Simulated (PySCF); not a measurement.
Computed with PBE-D3(BJ)/def2-SVP // B3LYP-D3(BJ)/def2-SVP run with PySCF 2.14.0. Gas-phase values, no solvent. Delta-SCF ions had no search for a lower state. 

Reference species (SMILES): `Fc1ccc(F)cc1` (neutral, multiplicity 1).

```json
{
 "vertical ionisation energy (Delta-SCF)": "8.92 eV",
 "hole reorganisation energy (four-point)": "0.442 eV"
}
```

Changed species: `C#Cc1ccc(C#C)cc1` (X = ethynyl; the reference has X = fluoro).

Q: What does the change do to the vertical ionisation energy (Delta-SCF) and hole reorganisation energy (four-point)?

A: the vertical ionisation energy (Delta-SCF) falls by 0.84 eV, to 8.08 eV; the hole reorganisation energy (four-point) falls by 0.269 eV, to 0.173 eV.
